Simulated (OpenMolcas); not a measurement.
Cr3+ among 5 point charges of -2 e arranged as a trigonal bipyramid (D3h). The axial distance is 1.04 times the equatorial one, R.

```
Program             : OpenMolcas 26.06
Method              : SS-CASPT2, IPEA 0.25 Eh, imaginary shift 0.1 Eh (closed shells correlated: 3s 3p)
Basis               : ANO-RCC-VDZP [5s4p2d1f]
Scalar Hamiltonian  : DKH2, point nucleus
Active space        : 3 electrons in 5 orbitals (3d)
State averaging     : 2S+1 = 4 even, 10 roots; 2S+1 = 2 even, 40 roots
Spin-orbit coupling : RASSI with atomic mean-field integrals over the reference wave functions
```

All point charges move together. At R = 1.73 Å the first state of the same spin is 3310 cm-1, and at R = 1.9 Å it is 2370 cm-1.

A third run gives 1680 cm-1. What distance was it run at?

With a power law R^-n the two known points give n = -ln(2370 / 3310) / ln(1.9 / 1.73) = 3.56. Then R = 1.73 × (3310 / 1680)^(1/3.56) = 2.093 Å. The run was at 2.03 Å, so the estimate is off by +0.063 Å.

Roots that are degenerate in the reference are averaged as groups; the widest CASPT2 spread within a group is 190 cm-1 (the 2-fold group of multiplicity 4 near 0 cm-1 above the lowest state of its run, R = 1.73). Shifts and gaps below about the spread of the groups concerned are not significant. An orbital doublet at a regular site is open to a Jahn-Teller distortion, which this geometry leaves out. Free-ion shares, where given, are those of the reference states; single-state CASPT2 does not remix them. The ground term spreads over less than 5000 cm-1, several times less than with real ligands, so orbital moments are less quenched and χT lies further from the spin-only value than at real sites (holds for R = 2.03). This is an electrostatic model: the charges have no orbitals. No measured value stands beside these numbers.
